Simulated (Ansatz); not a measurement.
Reaction (cleavage of the Al–B bond): `[BH2][Al]([SH])[CH]=N` + H–F → `N=[CH][Al]([F])[SH]` + BH₃

Calculated with Ansatz (gas phase, PBE0-D4/def2-TZVP geometries, no zero-point term in ΔE). CBS: MP2 limit from def2 TZ/QZ plus the TZ coupled-cluster correction, frozen cores. This one scheme is used for every species. Functionals use def2-TZVPP. Each species was taken in one conformer, which may not be the lowest.

```
             level  ΔE (kJ/mol)
           PBE0-D4       -202.2
            B2PLYP       -225.8
CCSD(T)/def2-TZVPP       -214.8
      HF/CBS(def2)       -239.0
```

Q: What does CCSD(T)/CBS give? (An estimate is asked.)

A: Computed: -214.4 kJ/mol. The listed levels differ from it by 12.2, -11.4, -0.4, -24.6 kJ/mol.

Largest T1 diagnostic among the species: 0.013.

From PBE to PBE0 (25 % exact exchange), in def2-TZVPP and without D4, ΔE moves by −6.1 kJ/mol. The D4 term adds +3.5 kJ/mol with B3LYP and +2.1 kJ/mol with PBE0; it sums over pairs of atoms, weighted by their polarisabilities, and B3LYP, whose exchange is more repulsive, gets the larger term. In def2-TZVPP, CCSD(T) changes the Hartree–Fock value by +22.1 kJ/mol (the triples alone add +3.0 kJ/mol) and MP2 by +12.3 kJ/mol.

B3LYP here is the variant with VWN-RPA as its local correlation; programs differ in this.
